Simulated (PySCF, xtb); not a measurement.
C₄H₁₁FSi, SMILES CCC[C@@H](F)[SiH3]. Other conformers were not sampled.

Harmonic wavenumbers (cm⁻¹) from GFN2-xTB (xtb) at its own minimum, in rising order: 78, 85, 100, 137, 224, 232, 322, 337, 428, 549, 559, 741, 760, 774, 780, 782, 879, 934, 971, 1065, 1094, 1100, 1136, 1206, 1237, 1282, 1288, 1317, 1368, 1416, 1473, 1494, 1504, 1506, 2269, 2292, 2304, 2895, 2962, 2974, 2983, 2991, 3028, 3034, 3040.

Task: What does PBE-D3(BJ)/def2-SVP in PySCF 2.14.0 give at its own minimum? (Estimate from the structure and the level; the computed values follow.)

Result: 90, 97, 122, 150, 220, 248, 307, 331, 420, 586, 602, 731, 757, 828, 876, 881, 907, 909, 947, 1029, 1055, 1073, 1108, 1178, 1213, 1261, 1274, 1306, 1345, 1353, 1394, 1418, 1421, 1431, 2157, 2176, 2186, 2934, 2953, 2964, 2966, 3000, 3024, 3050, 3060. Paired by order, the mean absolute difference is 36 cm⁻¹ and the zero-point energies are 85.7 and 84.8 kcal/mol.
